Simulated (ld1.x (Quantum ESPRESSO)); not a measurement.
## Before and after: TM potential for V

- Element: vanadium
- Generator: ld1.x (Quantum ESPRESSO) 7.5
- Type: norm-conserving Troullier–Martins (Kleinman–Bylander form)
- Functional: PBE
- Relativity: scalar-relativistic
- Frozen core: [Ne]
- Valence charge: 13
- Reference configuration: 3s2 3p6 3d3 4s1 4p0 (charge +1)
- Partial waves: 3s (bound): rc 1.00 bohr; 3d (bound): rc 1.80 bohr; 3p (bound): rc 1.25 bohr
- Local potential: the p channel
- Core correction: none

Occupied shells without a wave of their own: 4s. They enter only through the test configuration that unscreens the potential.

Change: core correction a·sin(br)/r model core inside 0.62 bohr (4s counted twice).

Cutoffs: the cutoffs (Ry, on a coarse ladder) from which the occupation-weighted sum of valence levels, in a spherical-Bessel basis at the reference potential, stays within 10 and 1 mRy of its value at 400 Ry; they do not see the model core or the augmentation charge, which bear on the density cutoff. Errors are all-electron minus pseudo energies relative to the spin-unpolarised reference configuration.

**Question.** How do hardness, ghosts and transferability respond?

**Answer.** The potential gets neither clearly harder nor softer (140 Ry and 230 Ry → 140 Ry and 230 Ry); of the 7 tests that both files solve, the error grows in 4 and shrinks in 3 by more than 15 % and 0.3 meV (median size 51.3 → 42.9 meV); neither file shows a bound ghost. In the changed file ld1.x takes every shell without a wave as core, so the model core holds the 4s electrons as well and exchange and correlation see them twice. This cancels in the reference configuration, but the file is broken for other ones, and its errors say nothing about a proper core correction. A model core, the more so a compact one, raises the density cutoff, which this test does not measure.

```csv
quantity,base,changed
"cutoff, loose",140 Ry,140 Ry
"cutoff, tight",230 Ry,230 Ry
bound ghosts,none,none
"largest miss of a reference level, eV",0.08,0.08
"error for 3s2 3p6 3d3 4s2 4p0, meV [ΔE -7.73 eV]",+66,-43
"error for 3s2 3p6 3d3 4s0 4p0, meV [ΔE 14.30 eV]",-112,-236
"error for 3s2 3p6 3d2 4s0 4p0, meV [ΔE 43.19 eV]",-136,-383
"error for 3s2 3p5 3d3 4s2 4p0, meV [ΔE 43.21 eV]",+51,+12
"error for 3s2 3p6 3d3 4s1.5 4p0, meV [ΔE -4.64 eV]",+38,+7.6
"error for 3s2 3p6 3d4 4s0 4p0, meV [ΔE -0.54 eV]",-50,-72
"error for 3s2 3p6 3d4 4s1 4p0, meV [ΔE -7.15 eV]",+4.9,-43
s: phases at 1.96 bohr within 0.05 rad from the reference energy up to (Ry; the scan ends near 5),0.0,0.0
p: phases at 1.96 bohr within 0.05 rad from the reference energy up to (Ry; the scan ends near 5),1.3,1.3
d: phases at 1.96 bohr within 0.05 rad from the reference energy up to (Ry; the scan ends near 5),2.0,2.0
```
